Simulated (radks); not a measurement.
The numbers below are computed, except where a source is named.
Question: Coherent X-ray form factor from a spherical all-electron density. Code: a radial shooting solver on a logarithmic mesh with Libxc functionals. Model: scalar-relativistic Kohn-Sham, PBEsol, spin-polarised, spherical densities, point nucleus.

sin(theta)/lambda (1/angstrom)  f0 (electrons)
0.05                                    75.233
0.1                                     73.086
0.15                                    69.944
0.2                                     66.260
0.25                                    62.418
0.3                                     58.670
0.4                                     51.915
0.5                                     46.268
0.6                                     41.535
0.8                                     33.898
1                                       27.896
1.25                                    22.304
1.5                                     18.585
2                                       14.526

The species is in the configuration that NIST lists as its ground one. Which atom or ion scatters so?

Answer: The platinum ion Pt2+, [Xe] 4f14 5d8. Extrapolating in s^2 from the first two rows gives f0(0) = 75.9, near the electron count 76; among species with that count, the fall with angle is slower the higher Z, and the table is that of Z = 78; from so few rows the species is fixed only to a neighbour or two.
